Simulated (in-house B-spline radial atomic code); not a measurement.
Orbital energies and mean radii along the 45-electron series, configuration [Kr] 4d9. The effective charge is n√(-2ε), a non-relativistic measure. Computed with an all-electron radial atomic-structure program (B-spline basis): Dirac-Hartree-Fock, average of the configuration, finite nuclei.

```
  ion   Z  energy of 3d3/2 (Eh)  mean radius of 3d3/2 (bohr)  energy of 3p3/2 (Eh)  mean radius of 3p3/2 (bohr)  energy of 3d5/2 (Eh)  mean radius of 3d5/2 (bohr)  effective charge of 3d3/2
Dy21+  66               -71.963                      0.20877               -84.675                      0.23573               -70.616                      0.21279                     35.991
Ho22+  67               -76.125                      0.20448               -89.131                      0.23122               -74.674                      0.20854                     37.017
Er23+  68               -80.405                      0.20035               -93.705                      0.22687               -78.843                      0.20446                     38.043
Tm24+  69               -84.802                      0.19638               -98.398                      0.22266               -83.124                      0.20052                      39.07
Yb25+  70               -89.318                      0.19255               -103.21                       0.2186               -87.516                      0.19674                     40.096
Lu26+  71               -93.951                      0.18886               -108.14                      0.21468               -92.019                      0.19309                     41.123
Hf27+  72               -98.702                      0.18531               -113.19                      0.21088               -96.633                      0.18957                      42.15
Ta28+  73               -103.57                      0.18187               -118.36                      0.20721               -101.36                      0.18618                     43.177
 W29+  74               -108.56                      0.17855               -123.65                      0.20365                -106.2                       0.1829                     44.205
Re30+  75               -113.67                      0.17535               -129.07                      0.20021               -111.14                      0.17974                     45.233
Os31+  76               -118.89                      0.17224                -134.6                      0.19687                -116.2                      0.17668                     46.261
Ir32+  77               -124.24                      0.16924               -140.25                      0.19364               -121.37                      0.17373                     47.289
Pt33+  78                -129.7                      0.16634               -146.02                       0.1905               -126.65                      0.17086                     48.318
Au34+  79               -135.28                      0.16352               -151.91                      0.18745               -132.04                      0.16809                     49.347
```

**Question.** How does the screening of 3d3/2 change?

**Answer.** Z less the effective charge goes from 30.01 at Z = 66 to 29.65 at Z = 79.
